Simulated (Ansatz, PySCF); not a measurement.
Process, species as SMILES: CCCCC=O + 6 [H][H] (H2) -> 5 C (CH4) + O (H2O)
Geometries: B3LYP-D3(BJ)/def2-TZVP minima from Ansatz (an electronic-structure program), one conformer each, not searched for the lowest.

Property: energy of full hydrogenation (enthalpy at 298 K, with B3LYP-D3(BJ) rigid-rotor harmonic-oscillator terms from PySCF), in kcal/mol. Correlated levels leave the core frozen unless marked. No spin-orbit coupling. Non-relativistic. CBS marks a two-point X^-3 extrapolation of the correlation energy; Hartree-Fock from the larger set.

CCSD(T)/CBS(cc-pVTZ,cc-pVQZ) (Ansatz) gives -92.3 kcal/mol.

Task: Another calculation gave -97.3 kcal/mol. Which level was it?
A) revPBE/def2-TZVPD (Ansatz)
B) B3LYP/def2-TZVPD (Ansatz)
C) r2SCANh/def2-TZVPD (Ansatz)
D) BHLYP/def2-TZVPD (Ansatz)

Result: B, B3LYP/def2-TZVPD (Ansatz). The others give -93.8 (r2SCANh), -103.0 (BHLYP), -91.3 (revPBE) kcal/mol.
